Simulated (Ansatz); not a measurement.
Two members of one family (1-ethyl-3-methylimidazolium salts), computed with Ansatz in the gas phase. The two geometries come from different levels. Binding counts from free atoms in the multiplicity of their measured ground term, without zero-point energy. The structures are stationary points that may keep the symmetry of their start.

First: 1-ethyl-3-methylimidazolium dicyanamide (singlet, charge 0, PBE-D4/def2-SVP geometry).

| atom | x (Å) | y (Å) | z (Å) |
| --- | --- | --- | --- |
| C1 | 2.195 | -1.773 | 0.817 |
| C2 | 1.123 | -1.349 | 1.818 |
| N3 | 0.271 | -0.270 | 1.295 |
| C4 | 0.622 | 1.069 | 1.202 |
| C5 | -0.371 | 1.701 | 0.492 |
| N6 | -1.311 | 0.734 | 0.173 |
| C7 | -2.512 | 0.950 | -0.632 |
| C8 | -0.891 | -0.453 | 0.646 |
| H9 | 2.774 | -2.620 | 1.234 |
| H10 | 2.898 | -0.942 | 0.609 |
| H11 | 1.718 | -2.076 | -0.138 |
| H12 | 0.451 | -2.194 | 2.066 |
| H13 | 1.555 | -0.987 | 2.773 |
| H14 | 1.552 | 1.456 | 1.627 |
| H15 | -0.455 | 2.724 | 0.111 |
| H16 | -2.291 | 1.766 | -1.349 |
| H17 | -3.371 | 1.216 | 0.017 |
| H18 | -2.729 | 0.024 | -1.196 |
| H19 | -1.378 | -1.416 | 0.475 |
| N20 | 0.007 | -1.657 | -1.684 |
| C21 | 0.180 | -0.646 | -2.294 |
| N22 | 0.401 | 0.425 | -3.001 |
| C23 | -0.027 | 1.613 | -2.670 |
| N24 | -0.412 | 2.705 | -2.390 |

```
              level  HOMO (eV)  LUMO (eV)  gap (eV)  binding per atom (eV)
    PBE-D4/def2-SVP      -4.40      -2.06      2.34                   4.81
   PBE-D4/def2-TZVP      -4.68      -2.17      2.50                   4.74
r2SCAN-D4/def2-TZVP      -4.90      -2.00      2.89                   4.54
   PBE0-D4/def2-SVP      -5.60      -1.15      4.45                   4.65
  PBE0-D4/def2-TZVP      -5.82      -1.23      4.59                   4.59
```

Second: 1-ethyl-3-methylimidazolium hexafluorophosphate (singlet, charge 0, r2SCAN-D4/def2-SVP geometry).

```tsv
atom	x (Å)	y (Å)	z (Å)
C1	1.3471	1.9956	-1.3286
C2	-0.1242	1.7013	-1.5682
N3	-0.4243	0.2730	-1.3843
C4	0.1190	-0.7658	-2.1119
C5	-0.2605	-1.9257	-1.4960
N6	-1.0325	-1.5710	-0.4089
C7	-1.4458	-2.4640	0.6680
C8	-1.1037	-0.2373	-0.3536
H9	1.5169	3.0768	-1.4338
H10	1.9898	1.4811	-2.0601
H11	1.6358	1.6929	-0.3135
H12	-0.7447	2.2403	-0.8412
H13	-0.4473	1.9807	-2.5841
H14	0.7189	-0.5976	-3.0024
H15	-0.0504	-2.9639	-1.7389
H16	-1.6334	-3.4607	0.2495
H17	-2.3595	-2.0736	1.1321
H18	-0.6527	-2.4871	1.4282
H19	-1.5435	0.3338	0.4615
F20	-0.0653	1.6505	1.4076
P21	0.6641	0.5470	2.4200
F22	1.0594	-0.3485	1.0724
F23	-0.7826	-0.2688	2.4645
F24	2.0612	1.3515	2.2722
F25	1.3372	-0.5845	3.3548
F26	0.2213	1.4241	3.6946
```

Question: Estimate the same table for the second.

Answer: 
```tsv
level	HOMO (eV)	LUMO (eV)	gap (eV)	binding per atom (eV)
PBE-D4/def2-SVP	-6.80	-1.99	4.81	4.45
PBE-D4/def2-TZVP	-7.20	-2.13	5.07	4.41
r2SCAN-D4/def2-TZVP	-7.46	-1.96	5.50	4.29
PBE0-D4/def2-SVP	-8.38	-1.03	7.35	4.32
PBE0-D4/def2-TZVP	-8.38	-1.15	7.23	4.29
```
